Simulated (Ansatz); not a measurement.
The first iterations of a band of FH + H6N2Si (11 atoms, charge 0, multiplicity 1).

The calculation used RKS PBE-D4/6-31G* in Ansatz 0.2.0.

```
movable images  : 7
climbing image  : yes
spring          : 5.0 eV/Å²
optimiser       : quadratic models (default)
start path      : through a guess of the saddle point
force threshold : 0.03 eV/Å
iteration limit : 60
end points      : relaxed
```

Initial state:

```xyz
11
Properties=species:S:1:pos:R:3
Si 0.209 -0.099 -0.314
H -0.176 -0.431 1.131
N 1.882 0.171 -0.651
H 2.493 -0.618 -0.860
H 2.383 0.927 -0.184
N -0.666 1.366 -0.566
H -1.512 1.498 -0.006
H -0.741 1.781 -1.494
H -0.118 -1.340 -1.104
F -2.476 0.681 1.628
H -1.657 0.193 1.690
```

Final state:

```xyz
11
Properties=species:S:1:pos:R:3
Si -0.181 0.044 -0.796
H -0.731 -0.196 3.648
N 1.524 0.152 -0.606
H 2.095 -0.690 -0.667
H 1.920 0.830 0.045
N -0.726 1.654 -1.096
H -1.716 1.880 -1.002
H -0.292 2.185 -1.849
H -0.394 -1.037 -1.813
F -1.056 -0.432 0.502
H -0.819 -0.260 2.904
```

| iteration | highest image above the first end (eV) | largest band force component (eV/Å) |
| --- | --- | --- |
| 1 | 3.102 | 10.004 |
| 2 | 1.489 | 1.713 |
| 3 | 0.801 | 0.968 |
| 4 | 0.807 | 1.379 |
| 5 | 0.815 | 0.617 |
| 6 | 0.880 | 0.680 |
| 7 | 0.840 | 0.575 |
| 8 | 0.817 | 0.202 |
| 9 | 0.810 | 1.705 |

Q: Does the band converge within its limit, and where does its top end?

A: The forces met the threshold. It ended after 29 iterations with the highest image 0.791 eV above the first end. Neighbouring images differ by up to 1.2 eV, so the band resolves the path poorly. A vibrational analysis at the climbing image gives one clearly imaginary mode, 795i cm⁻¹: a first-order saddle point. The orbitals stay closed-shell, which can raise the energy where a bond breaks towards radicals; this wasn't checked here.

Time of the run: 8.6 min on 1 thread of Arm Neoverse V1, on a shared host, peak memory 0.13 GiB.
